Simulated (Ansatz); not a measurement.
Geometry optimisation, Ansatz, UKS B3LYP-D4/def2-SVP.

Input:

```yaml
crystal:
  periodic: [false, false, false]
  atoms:
    - { symbol: Zn, position_ang: [-0.3248, -0.6383, 0.6307] }
    - { symbol: F, position_ang: [-0.9145, 0.434, -1.109] }
    - { symbol: O, position_ang: [-1.598, -1.6168, 1.2722] }
    - { symbol: H, position_ang: [0.2223, 0.8033, -0.9483] }
    - { symbol: "N", position_ang: [1.3105, 0.6788, -0.1813] }
    - { symbol: H, position_ang: [-2.3715, -1.4842, 0.7218] }
    - { symbol: H, position_ang: [2.1005, 0.2916, -0.6718] }
    - { symbol: H, position_ang: [1.5754, 1.5316, 0.2858] }
magnetization:
  spin_polarized: true
basis:
  gaussian: { orbitals: def2-SVP }
hamiltonian:
  xc: b3lyp
  dispersion: d4
relax:
  f_tol: 0.15
  max_steps: 25
  restrain:
    - { distance: [0, 4], at: 1.93, k: 30.0 }
    - { distance: [3, 1], at: 0.88, k: 30.0 }
    - { distance: [0, 1], at: 3.09, k: 30.0 }
    - { distance: [3, 4], at: 2.32, k: 30.0 }
```

Launched with:

```bash
$ ansatz run input.yaml --threads 2 --pin off --max-ram 3072MiB --backend cpu --events-out ev --progress --plain --runs-dir out
```

Where does it end, and by what steps?

The run converged. The restraints hold the end off the free minimum. After 9 steps the energy has fallen by 0.043 eV (the restraints' own energy left out); H4 moved furthest, 0.86 Å. Parted: Zn1–F2. Joined: F2–H4.

| step | energy less start (eV) | largest force component (eV/Å) | accepted |
| --- | --- | --- | --- |
| 0 | 0.0000 | 2.918 | yes |
| 1 | 0.2484 | 2.376 | yes |
| 2 | 0.3840 | 1.452 | yes |
| 3 | 0.4433 | 3.175 | yes |
| 4 | 0.1446 | 1.234 | yes |
| 5 | -0.0149 | 1.526 | yes |
| 6 | -0.0372 | 1.421 | yes |
| 7 | -0.0239 | 0.777 | no |
| 8 | -0.0427 | 0.990 | no |
| 9 | -0.0433 | 1.266 | yes |

```xyz
8
Properties=species:S:1:pos:R:3
Zn -0.055 -0.577 0.737
F -1.186 0.839 -1.757
O -1.340 -1.606 1.408
H -0.310 1.045 -1.576
N 1.297 0.532 -0.005
H -2.152 -1.550 0.886
H 2.138 0.032 -0.302
H 1.609 1.286 0.610
```

Whether the end is a true minimum wasn't checked by a vibrational analysis.

Run time: 21 s on 2 threads of Intel(R) Xeon(R) Gold 6455B (Sapphire Rapids) (shared host), peak memory 0.3 GiB.
